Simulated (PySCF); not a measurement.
PySCF job for BeH2, SMILES [BeH2], C-PCM-PBE0/def2-TZVPD. The structure is a stationary point at PBE0-D3(BJ)/def2-TZVPD. The isomer is the one that the SMILES or the coordinates give; other isomers of the formula were not compared.

```python
import numpy as np
from pyscf import gto, scf, dft
from pyscf.solvent import pcm

mol = gto.M(
    atom='''
    Be    0.00000000    0.00000000    0.00000000
    H     0.00000000    0.00000000   -1.33620419
    H     0.00000000    0.00000000    1.33620419
    ''',
    basis='def2-TZVPD',
    charge=0,
    spin=0,
    max_memory=1600,
    verbose=3,
)
mf = dft.RKS(mol, xc='pbe0').density_fit(auxbasis='def2-universal-jkfit')
mf.grids.level = 3
mf.conv_tol = 1e-9
mf.max_cycle = 100
mf.kernel()
res = {}
for name, eps in {'water': 78.355, 'tetrahydrofuran': 7.4257, 'chloroform': 4.7113}.items():
    s = mf.PCM()
    s.with_solvent.method, s.with_solvent.eps, s.with_solvent.lebedev_order = 'C-PCM', eps, 29
    s.kernel(mf.make_rdm1())
    res[name] = (s.e_tot, eps, s.dip_moment(), s.mo_energy, s.converged)
    print(f'{name}: electrostatic solvation free energy {(s.e_tot - mf.e_tot) * 627.509474:.3f} kcal/mol')
```

Log of the run:

```
converged SCF energy = -15.8722032769316

WARN: PCM is an experimental feature. It is still in testing.
Features and APIs may be changed in the future.

converged SCF energy = -15.8792661464581
Dipole moment(X, Y, Z, Debye):  0.00000,  0.00000,  0.00000
water: electrostatic solvation free energy -4.432 kcal/mol

WARN: PCM is an experimental feature. It is still in testing.
Features and APIs may be changed in the future.

converged SCF energy = -15.878268664378
Dipole moment(X, Y, Z, Debye): -0.00000,  0.00000,  0.00000
tetrahydrofuran: electrostatic solvation free energy -3.806 kcal/mol

WARN: PCM is an experimental feature. It is still in testing.
Features and APIs may be changed in the future.

converged SCF energy = -15.877655004194
Dipole moment(X, Y, Z, Debye):  0.00000,  0.00000,  0.00000
chloroform: electrostatic solvation free energy -3.421 kcal/mol
```

The run converged.

Cost: roughly 8 core-seconds.
